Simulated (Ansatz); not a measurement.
Consider the isomerisation: `[SiH3]N=C1CC1` → `NC1=C[SiH2]C1`.

Isolated molecules relaxed with PBE0-D4/def2-TZVP in Ansatz; ΔE leaves out vibrations. CBS: MP2 limit from def2 TZ/QZ plus the TZ coupled-cluster correction, frozen cores. Functionals use def2-TZVPP. B3LYP here is the variant with VWN-RPA as its local correlation; programs differ in this. Each species was taken in one conformer, which may not be the lowest.

```json
{"level": "r2SCAN-D4", "ΔE (kJ/mol)": "-85.9", "difference from CCSD(T)/CBS": "5.4"}
{"level": "ωB97M-V", "ΔE (kJ/mol)": "-88.5", "difference from CCSD(T)/CBS": "2.8"}
{"level": "PBE0", "ΔE (kJ/mol)": "-92.2", "difference from CCSD(T)/CBS": "-0.9"}
{"level": "B3LYP", "ΔE (kJ/mol)": "-74.3", "difference from CCSD(T)/CBS": "17.0"}
{"level": "MP2/def2-TZVPP", "ΔE (kJ/mol)": "-90.4", "difference from CCSD(T)/CBS": "0.9"}
{"level": "CCSD/def2-TZVPP", "ΔE (kJ/mol)": "-82.7", "difference from CCSD(T)/CBS": "8.6"}
{"level": "HF/def2-QZVPP", "ΔE (kJ/mol)": "-68.5", "difference from CCSD(T)/CBS": "22.8"}
{"level": "SCS-MP2/def2-QZVPP", "ΔE (kJ/mol)": "-84.5", "difference from CCSD(T)/CBS": "6.8"}
{"level": "MP2/CBS(def2)", "ΔE (kJ/mol)": "-97.2", "difference from CCSD(T)/CBS": "-5.9"}
{"level": "CCSD/CBS(def2)", "ΔE (kJ/mol)": "-89.4", "difference from CCSD(T)/CBS": "1.9"}
{"level": "CCSD(T)/CBS", "ΔE (kJ/mol)": "-91.3", "difference from CCSD(T)/CBS": "0"}
```

Largest T1 diagnostic among the species: 0.012.

The D4 term adds −3.4 kJ/mol with B3LYP and −1.5 kJ/mol with PBE0; it sums over pairs of atoms, weighted by their polarisabilities, and B3LYP, whose exchange is more repulsive, gets the larger term. From PBE to PBE0 (25 % exact exchange), in def2-TZVPP and without D4, ΔE moves by −6.5 kJ/mol.
